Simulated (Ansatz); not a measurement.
CH₅ClOSi, SMILES `OC[SiH2]Cl`, relaxed with RKS PBE0-D4/def2-TZVP in Ansatz from a PBE-D4/def2-SVP geometry. The force threshold is 0.005 eV/Å; the program also tests the step.

Charge 0, multiplicity 1.

Start:

```xyz
9

O     1.515   -0.355    0.783
C     0.170   -0.745    0.548
Si   -0.778    0.635   -0.357
Cl    0.449    1.078   -2.006
H     1.878   -0.075   -0.082
H    -0.305   -0.935    1.536
H     0.083   -1.702   -0.028
H    -2.130    0.219   -0.865
H    -0.882    1.881    0.471
```

Q: How much energy does the relaxation release, and in how many steps? (Estimate.)

A: Ansatz gave: 0.05 eV, in 6 steps.

Q: Which bonds change most? (An estimate is asked.)

A: Computed: Si3–Cl4 from 2.103 to 2.067 Å; C2–Si3 from 1.903 to 1.882 Å; C2–H7 from 1.120 to 1.100 Å; Si3–H8 from 1.503 to 1.484 Å.

Q: Give the relaxed structure. (Estimate.)

A: Ansatz gave: 
```xyz
9

O     1.506   -0.376    0.804
C     0.162   -0.731    0.531
Si   -0.764    0.639   -0.366
Cl    0.373    1.103   -2.029
H     1.923   -0.116   -0.023
H    -0.320   -0.914    1.497
H     0.093   -1.671   -0.036
H    -2.103    0.197   -0.830
H    -0.870    1.869    0.451
```
